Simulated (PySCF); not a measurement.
# UHF on Cr⁺ (chromium, charge +1)

Configuration: [Ar] 3d5, high-spin 6S determinant. Computed with PySCF 2.14 in cc-pVDZ, with the non-relativistic Hamiltonian (point nucleus).

```json
{
  "Total energy": "-1043.137836 hartree",
  "One-electron energy": "-1433.5091 hartree",
  "Hartree (Coulomb) energy": "438.0564 hartree",
  "Exchange energy": "-47.6851 hartree",
  "Kinetic energy": "1043.42696 hartree",
  "⟨S²⟩": "8.7501",
  "⟨L²⟩": "0.000",
  "Sum of ⟨r⟩": "16.58 bohr",
  "Sum of ⟨r²⟩": "20.87 bohr²",
  "Density at the nucleus (Gaussians lack the cusp)": "9260 bohr⁻³",
  "Spin density at the nucleus": "-0.424 bohr⁻³",
  "Langevin diamagnetic susceptibility": "-16.5 ×10⁻⁶ cm³/mol",
  "Time after the integrals": "0.07 s of wall time on 1 thread of Intel(R) Xeon(R) 6975P-C (shared host)"
}
```

```json
{"shell": "1s α", "electrons": "1", "mean orbital energy (eV)": "-6003.8", "rms radius, mean of both spins (bohr)": "0.0743"}
{"shell": "1s β", "electrons": "1", "mean orbital energy (eV)": "-6003.8", "rms radius, mean of both spins (bohr)": "0.0743"}
{"shell": "2s α", "electrons": "1", "mean orbital energy (eV)": "-721.33", "rms radius, mean of both spins (bohr)": "0.319"}
{"shell": "2s β", "electrons": "1", "mean orbital energy (eV)": "-718.59", "rms radius, mean of both spins (bohr)": "0.319"}
{"shell": "2p α", "electrons": "3", "mean orbital energy (eV)": "-610.62", "rms radius, mean of both spins (bohr)": "0.288"}
{"shell": "2p β", "electrons": "3", "mean orbital energy (eV)": "-607.89", "rms radius, mean of both spins (bohr)": "0.288"}
{"shell": "3s α", "electrons": "1", "mean orbital energy (eV)": "-101.25", "rms radius, mean of both spins (bohr)": "0.982"}
{"shell": "3s β", "electrons": "1", "mean orbital energy (eV)": "-91.818", "rms radius, mean of both spins (bohr)": "0.982"}
{"shell": "3p α", "electrons": "3", "mean orbital energy (eV)": "-68.923", "rms radius, mean of both spins (bohr)": "1.06"}
{"shell": "3p β", "electrons": "3", "mean orbital energy (eV)": "-57.292", "rms radius, mean of both spins (bohr)": "1.06"}
{"shell": "3d α", "electrons": "5", "mean orbital energy (eV)": "-17.577", "rms radius, mean of both spins (bohr)": "1.52"}
```
